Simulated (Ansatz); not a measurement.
GeH5Si, SMILES [SiH2][GeH3], multiplicity 2.

Coordinates come from a B3LYP-D3(BJ)/def2-TZVP optimisation. The isomer is the one that the SMILES or the coordinates give; other isomers of the formula were not compared.

Two levels are set side by side: PBE/def2-TZVPD (Ansatz, a first-principles code) and PBE0/def2-TZVPD (Ansatz). Energy differences of separate SCF runs at the same geometry; the states with an electron removed or added have multiplicity 1 and 1. Differences are taken from unrounded values.

```tsv
quantity	PBE
vertical ionisation energy (eV)	8.31
vertical electron affinity (eV)	1.13
```

**Question.** These are the PBE values. What does PBE0 give? (An estimate is asked for; the answer gives what the named calculation found.)

**Answer.** 
| quantity | PBE0 | PBE minus PBE0 |
|---|---|---|
| vertical ionisation energy (eV) | 8.41 | -0.10 |
| vertical electron affinity (eV) | 1.08 | 0.05 |
